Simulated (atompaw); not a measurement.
# What one change does to a pseudopotential (cerium, PAW (atompaw))

atompaw 4.2.0.5 input, output lines left out:

```
Ce 58
GGA-PBE scalarrelativistic loggrid 2001 logderivrange -5 5 251
6 6 5 4 0 0
6 1 0
5 2 1
4 3 1
0 0 0
c
c
c
c
v
v
c
c
c
v
v
c
c
v
v
3
3.00 2.85 2.85 2.55
n
n
y
2.35
n
y
3.1
n
custom rrkj gramschmidtortho sinc
bessel
2.70
3.00
3.00
3.00
3.00
3.00
1.50
1.50
```

Change: augmentation sinc compensation charge, radius 2.85 bohr; PAW radius 3.00 bohr; waves and projectors: custom polynom gramschmidtortho.

Cutoffs: the cutoffs (Ry, on a coarse ladder) from which the occupation-weighted sum of valence levels, in a spherical-Bessel basis at the reference potential, stays within 10 and 1 mRy of its value at 400 Ry; they do not see the model core or the augmentation charge, which bear on the density cutoff.

Q: What does the change do?

A: The potential gets neither clearly harder nor softer (55 Ry and 80 Ry → 50 Ry and 90 Ry); the f channel sets the loose cutoff, while the largest relative change is in s, which becomes softer; the range in which the s phases agree widens (upper end 2.1 → 4.0); the range in which the p phases agree widens (upper end 1.0 → at the end of the scan); neither file shows a bound ghost.

```csv
quantity,base,changed
"cutoff, loose",55 Ry,50 Ry
"cutoff, tight",80 Ry,90 Ry
loose cutoff by channel (10 mRy a level),"s 8 Ry, p 6 Ry, d 8 Ry, f 55 Ry","s 6 Ry, p 8 Ry, d 8 Ry, f 50 Ry"
bound ghosts,none,none
s: phases at 3.01 bohr within 0.05 rad from the reference energy up to (Ry; the scan ends near 5),2.1,4.0
p: phases at 3.01 bohr within 0.05 rad from the reference energy up to (Ry; the scan ends near 5),1.0,to the end of the scan
d: phases at 3.01 bohr within 0.05 rad from the reference energy up to (Ry; the scan ends near 5),to the end of the scan,to the end of the scan
f: phases at 3.01 bohr within 0.05 rad from the reference energy up to (Ry; the scan ends near 5),1.0,1.0
lowest overlap eigenvalue by channel,"s 0.12, p 0.08, d 0.86, f 0.97","s 0.71, p 0.91, d 0.92, f 0.99"
```

 The cutoffs see the waves, projectors and local potential, not the compensation charge or the core.
